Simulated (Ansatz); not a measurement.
Reaction (cleavage of the Si–B bond): `CB(N)[SiH2]Cl` + `O[SiH2]S` → `O[SiH2]S[SiH2]Cl` + `CBN`

Isolated molecules relaxed with PBE0-D4/def2-TZVP in Ansatz; ΔE leaves out vibrations. CCSD(T)/CBS adds triple-zeta CCSD(T) − MP2 to the extrapolated MP2 energy (def2 sets, frozen cores). Functionals use def2-TZVPP. B3LYP here is the variant with VWN-RPA as its local correlation; programs differ in this. Each species was taken in one conformer, which may not be the lowest.

(1) Is it downhill or uphill in electronic energy at CCSD(T)/CBS, and by how much? (Estimate.)

(2) What do these levels give: r2SCAN-D4, B3LYP-D4, PBE, r2SCAN, B3LYP, HF/def2-TZVPP, SCS-MP2/def2-TZVPP, CCSD/def2-TZVPP, CCSD(T)/def2-TZVPP, HF/def2-QZVPP, MP2/def2-QZVPP, HF/CBS(def2)? (Estimate.)

Largest T1 diagnostic among the species: 0.011.

Answers

(1) Ansatz gave: Downhill: ΔE = -83.4 kJ/mol.

(2) Ansatz gave: r2SCAN-D4 -83.5, B3LYP-D4 -81.8, PBE -72.4, r2SCAN -82.9, B3LYP -75.6, HF/def2-TZVPP -83.7, SCS-MP2/def2-TZVPP -85.9, CCSD/def2-TZVPP -78.4, CCSD(T)/def2-TZVPP -79.3, HF/def2-QZVPP -84.0, MP2/def2-QZVPP -92.3, HF/CBS(def2) -84.0 kJ/mol.

From PBE to PBE0 (25 % exact exchange), in def2-TZVPP and without D4, ΔE moves by −4.2 kJ/mol. The D4 term adds −6.1 kJ/mol with B3LYP and −3.1 kJ/mol with PBE0; it sums over pairs of atoms, weighted by their polarisabilities, and B3LYP, whose exchange is more repulsive, gets the larger term.
